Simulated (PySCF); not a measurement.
C4H9FOSi.
Atom-mapped SMILES: `[CH3:1][O:2][Si@@H:3]1[CH2:4][CH2:5][C@H:6]1[F:7]`

A calculation gives these core lines: C 1s: 290.13 (area 1), 290.82 (area 1), 292.05 (area 1), 292.52 (area 1) eV; O 1s: 538.09 eV; F 1s: 692.02 eV; Si 1s: 1846.83 eV; Si 2p3/2: 106.94 eV.

Method: delta-SCF UKS SCAN, pcX-2 on the ionised atom, pcseg-1 elsewhere, spin-free X2C (PySCF 2.14.0). One conformer (not necessarily the lowest) at the PBE0-D3(BJ)/def2-SVP geometry, without solvent, vibrations or thermal averaging.

**Question.** Assign the C 1s lines to atoms.

**Answer.** 290.13 eV: C4 (sp3 carbon bound to silicon); 290.82 eV: C5 (four-membered-ring carbon); 292.05 eV: C6 (sp3 C–F carbon); 292.52 eV: C1 (methoxy carbon). The listed C 1s values span 2.39 eV, from C4 (bonded to C, 2 H and Si) to C1 (bonded to O and 3 H). The widest gap between neighbouring values is 1.23 eV, between 290.82 and 292.05 eV. Summing the Pauling electronegativity differences to the bonded atoms, each weighted by its formal bond order, gives -1.35 for the lowest site and -0.16 for the highest; the largest sum, +0.43, belongs to C6, 0.47 eV below the top.

Bonded neighbours of each site: C1: O and 3 H; O2: C and Si; Si3: O, 2 C and H; C4: C, 2 H and Si; C5: 2 C and 2 H; C6: F, C, H and Si; F7: C.

**Question.** Which photon energy gives electrons from C 1s of C4 a kinetic energy of 20 eV, and what is their de Broglie wavelength?

**Answer.** hν = 290.13 + 20 = 310.13 eV, recoil neglected; λ = 12.264 Å/√(E/eV) = 2.74 Å.

The 2p values add to the ΔSCF energy of one spin-free hole a correction within the shell (spin–orbit coupling, ligand field). 2p1/2 minus 2p3/2 (ligand field included): Si 0.62 eV.

Shape of the structure used: `[CH3:1][O:2][Si@@H:3]1[CH2:4][CH2:5][C@H:6]1[F:7]`: C1–O2–Si3–C4 -106°.
